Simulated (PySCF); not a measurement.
1-hydroxysiletane (C3H8OSi), SMILES O[SiH]1CCC1.

The structure is a stationary point at B3LYP-D3(BJ)/def2-SVP. The values are those of a single conformer.

Level of theory: B3LYP-D3(BJ)/def2-SVP run with PySCF 2.14.0.

Frequencies are harmonic and unscaled.

Computed vibrational spectrum:
| mode | ν (cm⁻¹) | IR (km/mol) | Raman (Å⁴/amu) | depolarisation | moving atoms (share of kinetic energy) |
|---|---|---|---|---|---|
| 1 | 68 | 92.5 | 1.9 | 0.74 | H 69 %, O 23 % |
| 2 | 121 | 2.7 | 0.2 | 0.59 | H 40 %, C 32 %, O 19 %, Si 9 % |
| 3 | 254 | 6.0 | 2.5 | 0.75 | H 45 %, O 20 %, C 19 %, Si 16 % |
| 4 | 268 | 7.8 | 0.6 | 0.39 | H 45 %, Si 24 %, O 17 %, C 15 % |
| 5 | 452 | 1.1 | 7.7 | 0.28 | C 44 %, H 23 %, Si 19 %, O 13 % |
| 6 | 572 | 6.9 | 6.3 | 0.74 | H 86 %, C 12 % |
| 7 | 661 | 23.4 | 6.1 | 0.44 | C 42 %, H 35 %, Si 22 % |
| 8 | 662 | 28.0 | 7.5 | 0.14 | H 53 %, C 30 %, Si 16 % |
| 9 | 721 | 142.4 | 3.4 | 0.72 | H 90 % |
| 10 | 806 | 114.3 | 4.5 | 0.74 | H 72 %, Si 14 %, C 13 % |
| 11 | 821 | 22.5 | 5.1 | 0.05 | H 42 %, C 40 %, O 14 % |
| 12 | 848 | 97.3 | 3.0 | 0.32 | H 43 %, O 34 %, Si 13 %, C 10 % |
| 13 | 891 | 33.0 | 7.1 | 0.73 | H 65 %, C 17 %, Si 11 % |
| 14 | 898 | 8.1 | 15.1 | 0.16 | C 57 %, H 41 % |
| 15 | 948 | 10.4 | 5.5 | 0.75 | C 71 %, H 28 % |
| 16 | 962 | 7.7 | 1.3 | 0.73 | H 99 % |
| 17 | 971 | 129.9 | 5.3 | 0.32 | H 45 %, Si 28 %, C 18 %, O 10 % |
| 18 | 1067 | 0.1 | 4.0 | 0.75 | H 75 %, C 25 % |
| 19 | 1154 | 41.0 | 2.0 | 0.45 | H 57 %, C 42 % |
| 20 | 1205 | 2.8 | 5.5 | 0.66 | H 71 %, C 28 % |
| 21 | 1234 | 2.8 | 8.2 | 0.75 | H 82 %, C 17 % |
| 22 | 1281 | 2.4 | 2.5 | 0.75 | H 76 %, C 24 % |
| 23 | 1411 | 6.9 | 8.5 | 0.75 | H 91 %, C 9 % |
| 24 | 1429 | 6.0 | 20.6 | 0.73 | H 91 %, C 8 % |
| 25 | 1469 | 1.0 | 10.5 | 0.65 | H 91 %, C 9 % |
| 26 | 2181 | 186.0 | 140.7 | 0.23 | H 97 % |
| 27 | 3039 | 39.9 | 117.8 | 0.22 | H 95 % |
| 28 | 3053 | 15.0 | 29.5 | 0.30 | H 94 % |
| 29 | 3055 | 3.2 | 226.1 | 0.13 | H 94 % |
| 30 | 3088 | 19.3 | 102.6 | 0.46 | H 90 %, C 10 % |
| 31 | 3123 | 16.2 | 98.3 | 0.65 | H 91 %, C 9 % |
| 32 | 3125 | 15.7 | 99.6 | 0.59 | H 91 %, C 9 % |
| 33 | 3889 | 105.1 | 136.6 | 0.29 | H 94 % |
